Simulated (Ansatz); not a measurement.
A structure relaxed at r2SCAN-D4/def2-SVPD in Ansatz, charge -4, singlet:

```xyz
4

Sn   -0.3067   -1.5700   -0.9530
Sn    1.4321    0.9169   -0.7586
Sn    0.3976   -0.4164    1.7708
Sn   -1.5231    1.0695   -0.0591
```

Give its formula, name or SMILES and point group.

[Sn4]4- (Sn₄⁴⁻). Point group Td (tolerance 0.1 Å).

Summarise the bond lengths by kind (pairs closer than 1.2 times the sum of covalent radii, bridged metal pairs left out).

6 × Sn–Sn 3.04 Å.

In the def2 sets Sn takes a core potential; there is no spin–orbit coupling. A multiply charged anion in the gas phase is held together partly by the finite basis. The restricted singlet is unstable towards broken spin symmetry at other levels; at r2SCAN-D4/def2-SVPD this wasn't settled. The highest occupied level of the charge -4 singlet lies above zero (up to 10.58 eV). The electron is either unbound and held by the finite basis, or the level is raised by self-interaction error. At PBE0-D4/def2-TZVPD a triplet of charge -4 lies 0.46 eV below the restricted singlet at the same geometry.
